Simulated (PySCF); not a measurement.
`C=C[C@H]1[C@H](C)[Se][C@@H]1F`, C$_{6}$H$_{9}$FSe

Molfile (atoms numbered from 1):
```
C6H9FSe
     RDKit          3D

 17 17  0  0  0  0  0  0  0  0999 V2000
    2.1885   -0.2389   -1.0110 C   0  0  0  0  0  0  0  0  0  0  0  0
    1.4714    0.2358   -0.0093 C   0  0  0  0  0  0  0  0  0  0  0  0
   -0.0071    0.4264   -0.0527 C   0  0  1  0  0  0  0  0  0  0  0  0
   -0.7942   -0.3164    1.0422 C   0  0  2  0  0  0  0  0  0  0  0  0
   -1.4014   -1.6405    0.6494 C   0  0  0  0  0  0  0  0  0  0  0  0
   -2.0737    1.2196    1.2912 Se  0  0  0  0  0  2  0  0  0  0  0  0
   -0.4848    1.8453    0.2624 C   0  0  2  0  0  0  0  0  0  0  0  0
   -0.7753    2.5925   -0.8295 F   0  0  0  0  0  0  0  0  0  0  0  0
    3.2553   -0.3615   -0.9396 H   0  0  0  0  0  0  0  0  0  0  0  0
    1.7370   -0.5228   -1.9472 H   0  0  0  0  0  0  0  0  0  0  0  0
    1.9448    0.5165    0.9233 H   0  0  0  0  0  0  0  0  0  0  0  0
   -0.3960    0.1496   -1.0367 H   0  0  0  0  0  0  0  0  0  0  0  0
   -0.2112   -0.4053    1.9626 H   0  0  0  0  0  0  0  0  0  0  0  0
   -2.0298   -1.5309   -0.2320 H   0  0  0  0  0  0  0  0  0  0  0  0
   -0.6078   -2.3525    0.4251 H   0  0  0  0  0  0  0  0  0  0  0  0
   -2.0092   -2.0376    1.4601 H   0  0  0  0  0  0  0  0  0  0  0  0
    0.1864    2.4327    0.8976 H   0  0  0  0  0  0  0  0  0  0  0  0
  1  2  2  0
  2  3  1  0
  3  4  1  0
  4  5  1  0
  4  6  1  0
  6  7  1  0
  7  8  1  0
  7  3  1  0
  1  9  1  0
  1 10  1  0
  2 11  1  0
  3 12  1  6
  4 13  1  1
  5 14  1  0
  5 15  1  0
  5 16  1  0
  7 17  1  1
M  END
```

The calculation used TDDFT B3LYP/def2-SVPD circular dichroism and optical rotation, one conformer, gas phase in PySCF. Geometry: GFN2-xTB.

The molecule is flexible and this is one conformer; a measurement averages over conformers. The calculation is non-relativistic, which matters for the atoms heavier than Zn. States above about 6.2 eV (minus the energy of the highest occupied orbital) lie near or above the ionisation threshold and depend on the basis.

**Question.** What are the CIP labels of the stereocentres?

**Answer.** C3 S, C4 S, C7 S.

**Question.** Which excitations and rotatory strengths does the calculation give?

**Answer.** Rotatory strengths R in 10⁻⁴⁰ esu² cm², velocity form and length form (origin at the centre of mass); f in length form.
```csv
state,E (eV),λ (nm),f,R (velocity),R (length),main
1,3.70,335,1e-05,-1.5,-1.8,HOMO→LUMO 0.97
2,5.43,228,0.0008,+1.6,+1.6,HOMO→LUMO+1 0.97
3,5.63,220,0.032,-14.1,-13.6,"HOMO→LUMO+2 0.75, HOMO→LUMO+3 0.23"
4,5.74,216,0.037,+4.5,+4.1,HOMO−2→LUMO 0.93
5,5.80,214,0.037,-7.8,-7.3,"HOMO→LUMO+3 0.73, HOMO→LUMO+2 0.23"
6,5.84,212,0.141,+1.7,+1.9,HOMO−1→LUMO 0.89
7,6.19,200,0.010,+3.7,+3.1,HOMO→LUMO+4 0.88
8,6.50,191,0.025,-10.2,-9.8,"HOMO−3→LUMO 0.59, HOMO→LUMO+6 0.17"
9,6.59,188,0.014,+4.6,+4.2,"HOMO→LUMO+5 0.60, HOMO→LUMO+6 0.16"
10,6.76,183,0.049,-3.7,-2.6,"HOMO→LUMO+6 0.65, HOMO→LUMO+5 0.25"
11,6.80,182,0.041,-1.7,-1.2,"HOMO→LUMO+7 0.75, HOMO−3→LUMO 0.13"
12,7.14,174,0.022,-0.1,-0.1,"HOMO→LUMO+8 0.73, HOMO→LUMO+9 0.14"
13,7.15,173,0.009,-6.9,-7.1,HOMO−2→LUMO+1 0.81
14,7.19,172,0.010,+4.6,+5.3,"HOMO−1→LUMO+3 0.56, HOMO−1→LUMO+2 0.35"
15,7.33,169,0.057,+21.2,+22.0,"HOMO→LUMO+9 0.65, HOMO→LUMO+8 0.15"
16,7.39,168,0.108,+13.2,+16.1,"HOMO−1→LUMO+4 0.44, HOMO−1→LUMO+1 0.32"
```

Among the states computed, the strongest CD band (largest |R|) is state 15. The largest dissymmetry factor in size, g = 4R/(D+G), with D and G the electric and magnetic dipole strengths, is -0.78 for state 1 (velocity form, f = 1e-05), among bands with |R| over 0.5. The mirror image has the same energies and oscillator strengths and all R with the opposite sign.
